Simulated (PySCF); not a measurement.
**Field gradients at the hydrogen positions**

Species: C₄H₈F₂Si₂.
Geometry (GFN2-xTB, Å), atoms numbered from 1 in this order:
```
atom  x, y, z in Å
F1    -3.0599    0.6141    0.9710
C2    -1.7098    0.4208    1.1475
C3    -0.9736    0.6093   -0.1745
Si4   -1.6870   -0.5375   -1.5502
C5     0.4296    0.3498    0.0171
C6     1.6001    0.1052    0.1789
Si7    3.3867   -0.2364    0.4474
F8     3.5380   -0.7822    1.9573
H9    -1.3842    1.1435    1.9049
H10   -1.5823   -0.5963    1.5324
H11   -1.0934    1.6515   -0.4914
H12   -3.0850   -0.1757   -1.7607
H13   -0.8827   -0.2954   -2.7479
H14   -1.5496   -1.9211   -1.0968
H15    4.1823    0.9830    0.4092
H16    3.8632   -1.3237   -0.3965
```

Level: PBE0/pcSseg-1 (PySCF, non-relativistic); Q(2H) = 0.00286 b; rigid geometry, the same for H and D, with no vibrational averaging.

Question: Rank these positions by the coupling χzz of a deuteron there, largest first.
A. H16 (Si–H hydrogen)
B. H10 (methylene hydrogen)
C. H11 (methine hydrogen)

Answer: C (199 kHz), B (191 kHz), A (109 kHz).

Tabulate Vzz, the asymmetry η and χzz = 234.96 MHz × Q × Vzz for every hydrogen position.

```json
{"atom": "H9", "bonded to": "C2", "bond length (Å)": "1.096", "Vzz (au)": "0.2839", "η": "0.07", "χzz (kHz)": "191"}
{"atom": "H10", "bonded to": "C2", "bond length (Å)": "1.095", "Vzz (au)": "0.2841", "η": "0.06", "χzz (kHz)": "191"}
{"atom": "H11", "bonded to": "C3", "bond length (Å)": "1.096", "Vzz (au)": "0.2965", "η": "0.03", "χzz (kHz)": "199"}
{"atom": "H12", "bonded to": "Si4", "bond length (Å)": "1.459", "Vzz (au)": "0.1643", "η": "0.02", "χzz (kHz)": "110"}
{"atom": "H13", "bonded to": "Si4", "bond length (Å)": "1.463", "Vzz (au)": "0.1620", "η": "0.02", "χzz (kHz)": "109"}
{"atom": "H14", "bonded to": "Si4", "bond length (Å)": "1.463", "Vzz (au)": "0.1623", "η": "0.03", "χzz (kHz)": "109"}
{"atom": "H15", "bonded to": "Si7", "bond length (Å)": "1.456", "Vzz (au)": "0.1618", "η": "0.01", "χzz (kHz)": "109"}
{"atom": "H16", "bonded to": "Si7", "bond length (Å)": "1.457", "Vzz (au)": "0.1616", "η": "0.01", "χzz (kHz)": "109"}
```

Average by the element that carries the hydrogen.

on C: 194 kHz over 3 positions, mean bond length 1.096 Å; on Si: 109 kHz over 5 positions, mean bond length 1.460 Å.

The structure is a single GFN2-xTB conformer in the gas phase; no vibrational or solvent corrections. GFN2-xTB bond lengths can be off by several hundredths of an ångström, more for odd bonds, and the gradients follow them. The basis is small and wasn't made for field gradients, so the couplings can be 20 % off.
